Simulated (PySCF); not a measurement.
GeSe, singlet, at a GFN2-xTB geometry; B3LYP/cc-pVDZ, TDA run with PySCF.

Here is a job for PySCF.
```python
from pyscf import gto, scf, dft, tdscf

mol = gto.M(
    atom='''
Ge   -0.000000   -0.000000   -1.108997
Se    0.000000    0.000000    1.043762
''',
    basis='cc-pvdz',
    charge=0,
    spin=0,
    verbose=4,
)

mf = dft.RKS(mol)
mf.xc = 'b3lyp'
mf.kernel()
td = mf.TDA()
td.nstates = 5
td.kernel()
td.analyze()
```

Q: Predict the main parts of the log of this PySCF run.

A: 
```
PySCF version 2.14.0

[INPUT] verbose = 4
[INPUT] num. atoms = 2
[INPUT] num. electrons = 66
[INPUT] charge = 0
[INPUT] spin (= nelec alpha-beta = 2S) = 0
[INPUT] symmetry False subgroup None
[INPUT] Mole.unit = angstrom
[INPUT] Symbol           X                Y                Z      unit          X                Y                Z       unit  Magmom
[...]
nuclear repulsion = 267.445081163735
number of shells = 12
number of NR pGTOs = 154
number of NR cGTOs = 54
basis = cc-pvdz
ecp = {}

******** <class 'pyscf.dft.rks.RKS'> ********
method = RKS
initial guess = minao
damping factor = 0
level_shift factor = 0
DIIS = <class 'pyscf.scf.diis.CDIIS'>
diis_start_cycle = 1
diis_space = 8
diis_damp = 0
SCF conv_tol = 1e-09
SCF conv_tol_grad = None
SCF max_cycles = 50
direct_scf = True
direct_scf_tol = 1e-13
XC library pyscf.dft.libxc version 7.1.2
    S. Lehtola, C. Steigemann, M. J. T. Oliveira, and M. A. L. Marques,  SoftwareX 7, 1–5 (2018)
XC functionals = b3lyp
    P. J. Stephens, F. J. Devlin, C. F. Chabalowski, and M. J. Frisch,  J. Phys. Chem. 98, 11623 (1994)
radial grids:
    Treutler-Ahlrichs [JCP 102, 346 (1995); DOI:10.1063/1.469408] (M4) radial grids

becke partition: Becke, JCP 88, 2547 (1988); DOI:10.1063/1.454033
pruning grids: <function nwchem_prune>
grids dens level: 3
symmetrized grids: False
atomic radii adjust function: <function treutler_atomic_radii_adjust>
small_rho_cutoff = 0
Set gradient conv threshold to 3.16228e-05
Initial guess from minao.
tot grids = 41064
init E= -4477.25081609892
[...]
cycle= 1 E= -4478.5379555893  delta_E= -1.29  |g|= 0.422  |ddm|= 1.34
[...]
cycle= 2 E= -4477.56836402889  delta_E= 0.97  |g|= 1.51  |ddm|= 1.95
[...]
cycle= 3 E= -4478.6200465397  delta_E= -1.05  |g|= 0.0417  |ddm|=  1.5
[...]
cycle= 4 E= -4478.6203402555  delta_E= -0.000294  |g|= 0.0214  |ddm|= 0.0596
[...]
cycle= 5 E= -4478.6205432323  delta_E= -0.000203  |g|= 0.00638  |ddm|= 0.0208
[...]
cycle= 6 E= -4478.62056084308  delta_E= -1.76e-05  |g|= 0.00153  |ddm|= 0.00651
[...]
cycle= 7 E= -4478.62056172013  delta_E= -8.77e-07  |g|= 0.000242  |ddm|= 0.00129
[...]
cycle= 8 E= -4478.62056174542  delta_E= -2.53e-08  |g|= 4e-05  |ddm|= 0.0003
[...]
cycle= 9 E= -4478.62056174607  delta_E= -6.53e-10  |g|= 2.3e-06  |ddm|= 4.41e-05
[...]
Extra cycle  E= -4478.62056174605  delta_E= 2.09e-11  |g|= 6.43e-06  |ddm|= 9.17e-06
converged SCF energy = -4478.62056174605

******** <class 'pyscf.tdscf.rks.TDA'> for <class 'pyscf.dft.rks.RKS'> ********
nstates = 5 singlet
deg_eia_thresh = 1.000e-03
wfnsym = None
conv_tol = 1e-05
eigh lindep = 1e-12
eigh level_shift = 0
eigh max_cycle = 100

Excitation energies (eV)
[3.34457059 3.64160176 3.64160176 3.97023124 3.97023124]

** Singlet excitation energies and oscillator strengths **
Excited State   1:      3.34457 eV    370.70 nm  f=0.0000
      32 -> 34        0.19044
      32 -> 35        0.46216
      33 -> 34       -0.46216
      33 -> 35        0.19044
Excited State   2:      3.64160 eV    340.47 nm  f=0.0000
      32 -> 34       -0.19699
      32 -> 35       -0.45943
      33 -> 34       -0.45943
      33 -> 35        0.19699
Excited State   3:      3.64160 eV    340.47 nm  f=0.0000
      32 -> 34       -0.45943
      32 -> 35        0.19699
      33 -> 34        0.19699
      33 -> 35        0.45943
Excited State   4:      3.97023 eV    312.28 nm  f=0.0127
      31 -> 34        0.67609
      31 -> 35       -0.19174
Excited State   5:      3.97023 eV    312.28 nm  f=0.0127
      31 -> 34        0.19174
      31 -> 35        0.67609

** Transition electric dipole moments (AU) **
state          X           Y           Z        Dip. S.      Osc.
  1         0.0000     -0.0000      0.0000      0.0000      0.0000
  2         0.0000     -0.0000      0.0000      0.0000      0.0000
  3         0.0000      0.0000      0.0000      0.0000      0.0000
  4         0.2852     -0.2230      0.0000      0.1311      0.0127
  5         0.2230      0.2852      0.0000      0.1311      0.0127

** Transition velocity dipole moments (imaginary part, AU) **
state          X           Y           Z        Dip. S.      Osc.
  1         0.0000     -0.0000      0.0000      0.0000      0.0000
  2        -0.0000     -0.0000      0.0000      0.0000      0.0000
  3        -0.0000      0.0000      0.0000      0.0000      0.0000
  4         0.0118     -0.0093      0.0000      0.0002      0.0010
  5         0.0093      0.0118      0.0000      0.0002      0.0010

** Transition magnetic dipole moments (imaginary part, AU) **
state          X           Y           Z
  1         0.0000      0.0000     -0.0000
  2         0.0000      0.0000     -0.0000
  3        -0.0000      0.0000      0.0000
  4         1.0276      1.3138     -0.0000
  5        -1.3138      1.0276      0.0000
```
